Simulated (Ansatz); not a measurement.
Molecule: AsH2, net charge 0, doublet state. 
Geometry from a B3LYP-D3(BJ)/def2-TZVP (Ansatz, a quantum-chemistry and plane-wave program) optimisation:
SMILES: [AsH2]
```xyz
3

As    -0.0239    -0.0491    -0.0281
H     -0.0021     1.4525    -0.3209
H      0.7904     0.1673     1.2490
```
Charge 0, spin multiplicity 2.

Wanted: atomisation energy (electronic, to ground-state atoms), in eV. Correlated levels leave the core frozen unless marked. UHF or UKS for open shells. Spin-orbit coupling is left out. Frozen are the shells of the preceding noble gas and the d and f shells that filled before the atom's block. No relativistic terms. The coupled-cluster limit lacks core correlation, which all-electron functionals hold. CBS(X,Y): correlation extrapolated as X^-3; Hartree-Fock from the larger set (for Q and 5 zeta extrapolated as (X+1)exp(-9√X)).

| level | program | atomisation energy (eV) |
|---|---|---|
| HF/def2-SVPD | Ansatz | 4.02 |

Q: Predict the CCSD(T)/CBS(cc-pVQZ,cc-pV5Z) result (Ansatz).

A: 6.04 eV, so HF/def2-SVPD differs from it by -2.02 eV.
